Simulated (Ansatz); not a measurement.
B₂As. Charge 0, multiplicity 4. Geometry PBE-D4/def2-TZVP; atoms count from 1.

Cartesian coordinates in Å:
```
B 0.521 0.443 -0.792
B -0.973 0.366 0.113
As 0.453 -0.809 0.679
```

At PBE0-D4/def2-TZVP a doublet of charge 0 lies 1.04 eV below the quartet, each at its own geometry. The structure comes from a short search, and lower isomers may exist.

(1) Estimate the Mulliken populations from the PBE0/def2-TZVP orbitals of Ansatz.

(2) Where does the spin sit?

(3) And the Mayer bond orders between bonded heavy atoms (over 0.3)?

## Answers

(1) 
```csv
atom,charge (e),spin (α − β)
B1,-0.05,1.28
B2,-0.05,1.28
As3,0.11,0.44
```
Mulliken values and Mayer orders depend strongly on the basis.

(2) Summed by element: B 2.56, As 0.44, of 3 unpaired in all. Largest on single atoms: B2 1.28, B1 1.28, As3 0.44.

(3) B1–B2 0.97 (1.75 Å); B1–As3 1.50 (1.93 Å); B2–As3 1.50 (1.93 Å).
